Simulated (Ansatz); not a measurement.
Reaction (isomerisation): `[CH3][SnH]([OH])[AlH2]` → `[CH3][AlH][SnH2][OH]`

Program: Ansatz. Geometries: PBE0-D4/def2-TZVP. ΔE: electronic, gas phase. CCSD(T)/CBS is the MP2 limit (def2-TZVPP, def2-QZVPP) plus CCSD(T) − MP2 in def2-TZVPP, frozen cores. DFT in def2-TZVPP. B3LYP here is the variant with VWN-RPA as its local correlation; programs differ in this. Elements past krypton have def2 core potentials. For Sn outer-core shells are correlated without core-valence functions, which leaves a few kJ/mol of doubt a bond. One conformer a species, not always the lowest.

| level | ΔE (eV) |
| --- | --- |
| B3LYP | -0.24 |
| HF/def2-TZVPP | -0.21 |

Problem. What does CCSD(T)/CBS give? (An estimate is asked.)

Solution. Ansatz gave: -0.17 eV. The listed levels differ from it by -0.07, -0.04 eV.

Largest T1 diagnostic among the species: 0.013.
